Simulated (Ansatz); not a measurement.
Ansatz (a program for electronic structure) input (HF/6-31G* with LANL2DZ past Ar): The .json file joins the Basis Set Exchange's 6-31G* for atoms up to Ar and LANL2DZ past it.

Ansatz 0.2 input:
```yaml
crystal:
  periodic: [false, false, false]
  atoms:
    - {symbol: Ta, position_ang: [0.02498958, -0.03812557, -0.10849504]}
    - {symbol: O, position_ang: [-1.35183709, -1.00954261, 0.18391114]}
    - {symbol: O, position_ang: [-0.43735989, 1.55916686, -0.50811232]}
    - {symbol: F, position_ang: [1.38770405, -0.17931415, 1.16819417]}
basis:
  gaussian:
    orbitals: 6-31Gs+LANL2DZ.json
hamiltonian:
  xc: {name: HF}
phonons: {temperatures: {t_min: 298.15, t_max: 298.15, t_step: 100}}
```

Output:

```
Functional definition: HF
integrals: 0.02 GiB planned
706 factors; integrals over basis functions are off by at most 2.8e-4 eV
mean field: 0.15 GiB planned
mean field evaluation 1: about -8326.9691 eV, gradient 7.7e1 eV
mean field evaluation 2: about -8327.0150 eV, gradient 7.7e1 eV
mean field evaluation 4: about -8338.8953 eV, gradient 7.0e0 eV
mean field evaluation 8: about -8339.0271 eV, gradient 7.9e-1 eV
mean field evaluation 16: about -8339.0338 eV, gradient 1.7e-5 eV
mean field -8339.03379183 eV, -306.4538394495 hartree, gradient 1.7e-5 eV, S^2 0.000000; 0 other end points of the search recorded, 0 dependent functions left out
the calculation of the forces begins
reference -8339.03379183 eV, -306.4538394495 hartree; 19, 19 occupied and 48, 48 virtual orbitals, 706 factors
these checks for a lower state are left out or cut short: stability, starts, cluster_reference, orbital_swaps, neighbouring_geometries, increment
integrals: 0.02 GiB planned
706 factors; integrals over basis functions are off by at most 2.8e-4 eV
mean field: 0.15 GiB planned
mean field -8339.03357400 eV, -306.4538314444 hartree, gradient 4.7e-6 eV, S^2 0.000000; 0 other end points of the search recorded, 0 dependent functions left out
the calculation of the forces begins
reference -8339.03357400 eV, -306.4538314444 hartree; 19, 19 occupied and 48, 48 virtual orbitals, 706 factors
these checks for a lower state are left out or cut short: stability, starts, cluster_reference, orbital_swaps, neighbouring_geometries, increment
integrals: 0.02 GiB planned
706 factors; integrals over basis functions are off by at most 2.8e-4 eV
mean field: 0.15 GiB planned
mean field -8339.03357251 eV, -306.4538313897 hartree, gradient 4.8e-6 eV, S^2 0.000000; 0 other end points of the search recorded, 0 dependent functions left out
the calculation of the forces begins
reference -8339.03357251 eV, -306.4538313897 hartree; 19, 19 occupied and 48, 48 virtual orbitals, 706 factors
these checks for a lower state are left out or cut short: stability, starts, cluster_reference, orbital_swaps, neighbouring_geometries, increment
integrals: 0.02 GiB planned
706 factors; integrals over basis functions are off by at most 2.8e-4 eV
mean field: 0.15 GiB planned
mean field evaluation 32: about -8338.9171 eV, gradient 5.8e-1 eV
mean field -8339.03362645 eV, -306.4538333722 hartree, gradient 6.9e-6 eV, S^2 0.000000; 0 other end points of the search recorded, 0 dependent functions left out
the calculation of the forces begins
reference -8339.03362645 eV, -306.4538333722 hartree; 19, 19 occupied and 48, 48 virtual orbitals, 706 factors
these checks for a lower state are left out or cut short: stability, starts, cluster_reference, orbital_swaps, neighbouring_geometries, increment
integrals: 0.02 GiB planned
706 factors; integrals over basis functions are off by at most 2.8e-4 eV
mean field: 0.15 GiB planned
mean field -8339.03362696 eV, -306.4538333908 hartree, gradient 6.6e-6 eV, S^2 0.000000; 0 other end points of the search recorded, 0 dependent functions left out
the calculation of the forces begins
reference -8339.03362696 eV, -306.4538333908 hartree; 19, 19 occupied and 48, 48 virtual orbitals, 706 factors
these checks for a lower state are left out or cut short: stability, starts, cluster_reference, orbital_swaps, neighbouring_geometries, increment
integrals: 0.02 GiB planned
706 factors; integrals over basis functions are off by at most 2.8e-4 eV
mean field: 0.15 GiB planned
mean field -8339.03365998 eV, -306.4538346043 hartree, gradient 5.9e-6 eV, S^2 0.000000; 0 other end points of the search recorded, 0 dependent functions left out
the calculation of the forces begins
reference -8339.03365998 eV, -306.4538346043 hartree; 19, 19 occupied and 48, 48 virtual orbitals, 706 factors
these checks for a lower state are left out or cut short: stability, starts, cluster_reference, orbital_swaps, neighbouring_geometries, increment
integrals: 0.02 GiB planned
706 factors; integrals over basis functions are off by at most 2.8e-4 eV
mean field: 0.15 GiB planned
mean field -8339.03366274 eV, -306.4538347057 hartree, gradient 5.7e-6 eV, S^2 0.000000; 0 other end points of the search recorded, 0 dependent functions left out
the calculation of the forces begins
reference -8339.03366274 eV, -306.4538347057 hartree; 19, 19 occupied and 48, 48 virtual orbitals, 706 factors
these checks for a lower state are left out or cut short: stability, starts, cluster_reference, orbital_swaps, neighbouring_geometries, increment
integrals: 0.02 GiB planned
706 factors; integrals over basis functions are off by at most 2.8e-4 eV
mean field: 0.15 GiB planned
mean field -8339.03372666 eV, -306.4538370546 hartree, gradient 4.4e-6 eV, S^2 0.000000; 0 other end points of the search recorded, 0 dependent functions left out
the calculation of the forces begins
reference -8339.03372666 eV, -306.4538370546 hartree; 19, 19 occupied and 48, 48 virtual orbitals, 706 factors
these checks for a lower state are left out or cut short: stability, starts, cluster_reference, orbital_swaps, neighbouring_geometries, increment
integrals: 0.02 GiB planned
706 factors; integrals over basis functions are off by at most 2.8e-4 eV
mean field: 0.15 GiB planned
mean field evaluation 64: about -8339.0337 eV, gradient 1.2e-4 eV
mean field -8339.03372662 eV, -306.4538370532 hartree, gradient 4.3e-6 eV, S^2 0.000000; 0 other end points of the search recorded, 0 dependent functions left out
the calculation of the forces begins
reference -8339.03372662 eV, -306.4538370532 hartree; 19, 19 occupied and 48, 48 virtual orbitals, 706 factors
these checks for a lower state are left out or cut short: stability, starts, cluster_reference, orbital_swaps, neighbouring_geometries, increment
integrals: 0.02 GiB planned
706 factors; integrals over basis functions are off by at most 2.8e-4 eV
mean field: 0.15 GiB planned
mean field -8339.03378197 eV, -306.4538390875 hartree, gradient 1.9e-6 eV, S^2 0.000000; 0 other end points of the search recorded, 0 dependent functions left out
the calculation of the forces begins
reference -8339.03378197 eV, -306.4538390875 hartree; 19, 19 occupied and 48, 48 virtual orbitals, 706 factors
these checks for a lower state are left out or cut short: stability, starts, cluster_reference, orbital_swaps, neighbouring_geometries, increment
integrals: 0.02 GiB planned
706 factors; integrals over basis functions are off by at most 2.8e-4 eV
mean field: 0.15 GiB planned
mean field -8339.03378258 eV, -306.4538391097 hartree, gradient 2.0e-6 eV, S^2 0.000000; 0 other end points of the search recorded, 0 dependent functions left out
the calculation of the forces begins
reference -8339.03378258 eV, -306.4538391097 hartree; 19, 19 occupied and 48, 48 virtual orbitals, 706 factors
these checks for a lower state are left out or cut short: stability, starts, cluster_reference, orbital_swaps, neighbouring_geometries, increment
integrals: 0.02 GiB planned
706 factors; integrals over basis functions are off by at most 2.8e-4 eV
mean field: 0.15 GiB planned
mean field -8339.03374166 eV, -306.4538376060 hartree, gradient 2.0e-6 eV, S^2 0.000000; 0 other end points of the search recorded, 0 dependent functions left out
the calculation of the forces begins
reference -8339.03374166 eV, -306.4538376060 hartree; 19, 19 occupied and 48, 48 virtual orbitals, 706 factors
these checks for a lower state are left out or cut short: stability, starts, cluster_reference, orbital_swaps, neighbouring_geometries, increment
integrals: 0.02 GiB planned
706 factors; integrals over basis functions are off by at most 2.8e-4 eV
mean field: 0.15 GiB planned
mean field -8339.03373870 eV, -306.4538374973 hartree, gradient 1.9e-6 eV, S^2 0.000000; 0 other end points of the search recorded, 0 dependent functions left out
the calculation of the forces begins
reference -8339.03373870 eV, -306.4538374973 hartree; 19, 19 occupied and 48, 48 virtual orbitals, 706 factors
these checks for a lower state are left out or cut short: stability, starts, cluster_reference, orbital_swaps, neighbouring_geometries, increment
integrals: 0.02 GiB planned
706 factors; integrals over basis functions are off by at most 2.8e-4 eV
mean field: 0.15 GiB planned
mean field evaluation 96: about -8339.0338 eV, gradient 3.6e-5 eV
mean field -8339.03376225 eV, -306.4538383625 hartree, gradient 2.2e-6 eV, S^2 0.000000; 0 other end points of the search recorded, 0 dependent functions left out
the calculation of the forces begins
reference -8339.03376225 eV, -306.4538383625 hartree; 19, 19 occupied and 48, 48 virtual orbitals, 706 factors
these checks for a lower state are left out or cut short: stability, starts, cluster_reference, orbital_swaps, neighbouring_geometries, increment
integrals: 0.02 GiB planned
706 factors; integrals over basis functions are off by at most 2.8e-4 eV
mean field: 0.15 GiB planned
mean field -8339.03376086 eV, -306.4538383115 hartree, gradient 2.1e-6 eV, S^2 0.000000; 0 other end points of the search recorded, 0 dependent functions left out
the calculation of the forces begins
reference -8339.03376086 eV, -306.4538383115 hartree; 19, 19 occupied and 48, 48 virtual orbitals, 706 factors
Total energy: -8339.03379183 eV, -306.4538394495 hartree
Atom 0 at     0.024990    -0.038126    -0.108495 Å, force     0.000240    -0.000119    -0.000125 eV/Å
Atom 1 at    -1.351837    -1.009543     0.183911 Å, force    -0.000424     0.000022    -0.000102 eV/Å
Atom 2 at    -0.437360     1.559167    -0.508112 Å, force    -0.000364     0.000191    -0.000148 eV/Å
Atom 3 at     1.387704    -0.179314     1.168194 Å, force     0.000547    -0.000094     0.000374 eV/Å
Dipole moment:     0.794819    -0.465618    -0.678004 e Å
Vibrations: 148.57 228.18 345.12 733.67 1032.35 1101.23 cm⁻¹, zero-point energy 0.222497 eV
```

The blocks after the first are displaced geometries, from whose forces the wavenumbers follow.
